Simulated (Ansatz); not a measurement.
Geometry optimisation, RKS PBE/def2-SVP in Ansatz.

input.yaml

```yaml
crystal:
  periodic: [false, false, false]
  atoms:
    - { symbol: W, position_ang: [0.0, 0.0, 0.0] }
    - { symbol: F, position_ang: [0.0, 0.0, 2.2] }
    - { symbol: H, position_ang: [1.72, 0.0, 0.0] }
    - { symbol: H, position_ang: [0.0, 1.72, 0.0] }
    - { symbol: H, position_ang: [-1.72, 0.0, 0.0] }
    - { symbol: H, position_ang: [0.0, -1.72, 0.0] }
    - { symbol: F, position_ang: [0.0, 0.0, -1.85] }
    - { symbol: P, position_ang: [1.8007, 1.8758, 0.864] }
    - { symbol: H, position_ang: [2.8278, 1.2389, 1.6094] }
    - { symbol: H, position_ang: [2.3703, 2.5373, -0.256] }
    - { symbol: H, position_ang: [0.8703, 0.9066, 2.0588] }
basis:
  gaussian: { orbitals: def2-SVP }
hamiltonian:
  xc: pbe
relax:
  f_tol: 0.15
  max_steps: 25
  restrain:
    - { distance: [0, 7], at: 3.64, k: 30.0 }
    - { distance: [10, 1], at: 2.12, k: 30.0 }
    - { distance: [0, 1], at: 1.85, k: 30.0 }
    - { distance: [10, 7], at: 1.42, k: 30.0 }
```

Command:

```bash
$ ansatz run input.yaml --threads 2 --pin off --max-ram 3072MiB --backend cpu --events-out ev --progress --plain --runs-dir out
```

**Question.** Where does it end, and by what steps?

**Answer.** The forces met the threshold. The restraints hold the end off the free minimum. After 15 steps the energy has fallen by 4.607 eV (the restraints' own energy left out); H5 moved furthest, 1.15 Å. Parted: W1–P8 (2.74 → 3.65 Å). Joined: P8–H11 (1.80 → 1.43 Å).

| step | energy less start (eV) | largest force component (eV/Å) | accepted |
| --- | --- | --- | --- |
| 0 | 0.0000 | 2.532 | yes |
| 1 | 0.6256 | 5.039 | yes |
| 2 | 0.4930 | 5.613 | yes |
| 3 | -0.4665 | 3.620 | yes |
| 4 | -1.7188 | 1.427 | yes |
| 5 | -2.7837 | 1.631 | yes |
| 6 | -3.4918 | 1.454 | yes |
| 7 | -3.9765 | 0.987 | yes |
| 8 | -4.2550 | 0.603 | yes |
| 9 | -4.4394 | 0.629 | yes |
| 10 | -4.5377 | 0.587 | yes |
| 11 | -4.5686 | 0.449 | yes |
| 12 | -4.5851 | 0.518 | yes |
| 13 | -4.5974 | 0.299 | yes |
| 14 | -4.5925 | 0.817 | yes |
| 15 | -4.6073 | 0.390 | yes |

```xyz
11
Properties=species:S:1:pos:R:3
W -0.110 0.129 0.075
F -0.532 0.416 1.858
H 1.499 -0.373 -0.072
H 0.358 1.643 -0.673
H -1.328 -1.077 0.028
H 0.118 -1.530 -0.231
F -0.804 0.144 -1.685
P 2.453 2.192 1.654
H 2.989 0.890 1.361
H 2.056 2.445 0.294
H 1.172 1.680 2.018
```

The run took 41 s on 2 threads of Arm Neoverse V2, with other jobs on the host, peak memory 0.16 GiB.
